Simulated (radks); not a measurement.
Results of a calculation; reference values are marked as such.
Radial electron density D(r) = 4 pi r^2 rho(r) of an atom or ion with 28 electrons. Code: a radial shooting solver on a logarithmic mesh with Libxc functionals. Model: scalar-relativistic Kohn-Sham, LDA (Slater exchange, VWN5 correlation), spin-polarised, spherical densities, finite nucleus; Fermi nuclear charge, rms radius of each element as measured or else 0.836 A^(1/3) + 0.57 fm.

```
   r/bohr * D(r) (the largest magnitude, 72.9, reaches the edge; | marks zero)
 0.001362 |*
 0.001523 | *
 0.001703 | *
 0.001905 |  *
 0.002131 |  *
 0.002384 |   *
 0.002666 |    *
 0.002982 |     *
 0.003336 |      *
 0.003701 |       *
  0.00414 |        *
  0.00463 |          *
 0.005179 |            *
 0.005793 |              *
 0.006479 |                 *
 0.007247 |                   *
 0.008106 |                      *
 0.009067 |                         *
  0.01014 |                            *
  0.01134 |                               *
  0.01269 |                                   *
  0.01419 |                                     *
  0.01587 |                                        *
  0.01775 |                                          *
  0.01986 |                                           *
  0.02221 |                                           *
  0.02484 |                                           *
  0.02779 |                                          *
  0.03108 |                                        *
  0.03477 |                                       *
  0.03858 |                                     *
  0.04315 |                                     *
  0.04826 |                                     *
  0.05398 |                                      *
  0.06038 |                                         *
  0.06753 |                                             *
  0.07554 |                                                 *
  0.08449 |                                                    *
   0.0945 |                                                      *
   0.1057 |                                                      *
   0.1182 |                                                   *
   0.1322 |                                               *
   0.1479 |                                          *
   0.1654 |                                      *
   0.1851 |                                   *
    0.207 |                                   *
   0.2315 |                                     *
    0.259 |                                       *
   0.2896 |                                         *
    0.324 |                                         *
   0.3624 |                                     *
   0.4021 |                                *
   0.4497 |                         *
    0.503 |                 *
   0.5626 |          *
   0.6293 |     *
   0.7039 |  *
   0.7873 |*
   0.8806 |*
    0.985 *
    1.102 *
    1.232 *
```

What is the nuclear charge?

Answer. Z = 46. The innermost maximum, from 1s, lies near gamma/Z bohr with gamma = sqrt(1 - (Z/c)^2) = 0.942, here 0.0205 bohr (found: 0.0224), and its height grows with Z. The density is that of the palladium ion Pd18+ in [Ar] 3d10; the configuration itself is not fixed sharply by these data, and Z only to a few units. D(r) has 3 maxima, at r = 0.0224, 0.0992, 0.301 bohr, and minima at 0.0446, 0.199 bohr, inside which lie 2.01, 11.28 electrons.
